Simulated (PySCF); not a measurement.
Job for PySCF: D3(BJ) and D4 dispersion corrections on HOTa (SMILES [OH][Ta]), 2S+1 = 3, a spin state set in the input, which need not be the lowest.

```python
from pyscf import gto
from pyscf.dispersion import dftd3, dftd4

mol = gto.M(
    atom='''
    Ta   -0.97816994   -0.82332337   -0.87136630
    O     0.17739590    0.15523437    0.14896260
    H     0.76760532    0.71546060    0.65218406
    ''',
    basis='def2-svp',
    charge=0, spin=2, verbose=0, max_memory=1800)
d3, d4 = {}, {}
for xc in ['hf', 'pbe', 'blyp', 'revpbe', 'tpss', 'r2scan', 'b3lyp', 'pbe0', 'bhlyp', 'camb3lyp', 'b2plyp']:
    d3[xc] = float(dftd3.DFTD3Dispersion(mol, xc=xc, version='d3bj', atm=False).get_dispersion()['energy'])
    print(f'D3(BJ) {xc:10s} {d3[xc]:14.8f} Eh')
for xc in ['hf', 'pbe', 'blyp', 'revpbe', 'tpss', 'r2scan', 'b3lyp', 'pbe0', 'bhlyp', 'camb3lyp', 'b2plyp']:
    d4[xc] = float(dftd4.DFTD4Dispersion(mol, xc={'camb3lyp': 'cam-b3lyp'}.get(xc, xc), atm=True).get_dispersion()['energy'])
    print(f'D4     {xc:10s} {d4[xc]:14.8f} Eh')
```

Output:

```
D3(BJ) hf            -0.01219746 Eh
D3(BJ) pbe           -0.00120423 Eh
D3(BJ) blyp          -0.00291896 Eh
D3(BJ) revpbe        -0.00289361 Eh
D3(BJ) tpss          -0.00159163 Eh
D3(BJ) r2scan        -0.00029957 Eh
D3(BJ) b3lyp         -0.00245502 Eh
D3(BJ) pbe0          -0.00110801 Eh
D3(BJ) bhlyp         -0.00223604 Eh
D3(BJ) camb3lyp      -0.00113639 Eh
D3(BJ) b2plyp        -0.00129638 Eh
D4     hf            -0.00585585 Eh
D4     pbe           -0.00165657 Eh
D4     blyp          -0.00364561 Eh
D4     revpbe        -0.00434774 Eh
D4     tpss          -0.00221187 Eh
D4     r2scan        -0.00031614 Eh
D4     b3lyp         -0.00277561 Eh
D4     pbe0          -0.00137741 Eh
D4     bhlyp         -0.00256909 Eh
D4     camb3lyp      -0.00142912 Eh
D4     b2plyp        -0.00111327 Eh
```

The run finished.

Cost: around 0.010 core-seconds (rough).
